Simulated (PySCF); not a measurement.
C2H6F2Si, SMILES C[Si](C)(F)F. Atoms are numbered in the order given.

```xyz
11

C      1.5649     0.0000     0.9619
Si     0.0000     0.0000    -0.0275
C     -1.5649     0.0000     0.9619
F      0.0000    -1.2955    -1.0100
F      0.0000     1.2955    -1.0100
H      1.6196     0.8921     1.6059
H      2.4448     0.0000     0.2999
H      1.6196    -0.8921     1.6059
H     -2.4448     0.0000     0.2999
H     -1.6196     0.8921     1.6059
H     -1.6196    -0.8921     1.6059
```
Charge 0, spin multiplicity 1.

The structure is a stationary point at ωB97X-D3(BJ)/def2-SVP.

All values below come from KT2/pcSseg-1 (PySCF).

GIAO shieldings, no solvent; atoms alike by connectivity are averaged. δ = σ(ref) − σ: ¹³C against TMS (σ = 185.1 ppm); ²⁹Si against TMS (σ = 361.9 ppm); ¹⁹F against CFCl3 (σ = 127.1 ppm); ¹H against TMS (σ = 31.47 ppm), references at their B3LYP-D3(BJ)/def2-TZVP geometries, non-relativistic.

| nucleus | atoms | count | δ (ppm) |
|---|---|---|---|
| ¹³C | C1, C3 | 2 | -0.2 |
| ²⁹Si | Si2 | 1 | 23.0 |
| ¹⁹F | F4, F5 | 2 | -175.6 |
| ¹H | H6, H7, H8, H9, H10, H11 | 6 | 0.52 |
